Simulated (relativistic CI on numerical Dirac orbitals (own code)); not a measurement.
Ni4+ in a cubic cluster: L2,3 absorption with charge transfer

Computed with a charge-transfer multiplet model of a cubic metal-ligand cluster with up to 3 ligand holes, Slater and spin-orbit integrals from Dirac-Coulomb-Breit ions, Slater integrals scaled by 0.9. The ground state mixes d6 with configurations of k ligand holes L, whose averages lie at kΔ + k(k − 1)U_dd/2; a core hole lowers each added d electron by U_cd. 300 K, Lorentzian 0.4 eV and Gaussian 0.3 eV FWHM.

Atomic integrals in eV (Slater integrals scaled, ζ unscaled), ground: F2dd 12.773, F4dd 8.015, zeta_d 0.099; with the core hole: F2dd 13.428, F4dd 8.428, zeta_d 0.124, zeta_core 11.400, F2cd 8.116, G1cd 6.273, G3cd 3.570.

Cluster parameters (eV): Δ = 1.9, U_dd = 7.7, U_cd = 9, 10Dq(ligand) = 0.4, V(eg) = 2.8, V(t2g) = -1.47, final-state hopping factor = 0.9.

Weights, n_d and S are thermal averages at 300 K. Photon energies count from the first peak over 30 % of the highest in each spectrum, which can be another peak from case to case. The parameters are a model scan and need not match a compound or its usual spin state. Peaks in eV (height, largest 100): -2.2 (5), 0.0 (100), 2.7 (21), 4.1 (14), 17.0 (62), 19.0 (13).

(1) Which parameters give this spectrum?
A. 10Dq = 2.75 eV
B. 10Dq = 2.15 eV
C. 10Dq = 0.95 eV
D. 10Dq = 1.85 eV
E. 10Dq = 2.45 eV

Answers

(1) B. 10Dq = 2.15 eV; the ground state then has 6.61 d electrons and S = 0.04. The choice follows from running the model for each set and comparing peak positions and heights.
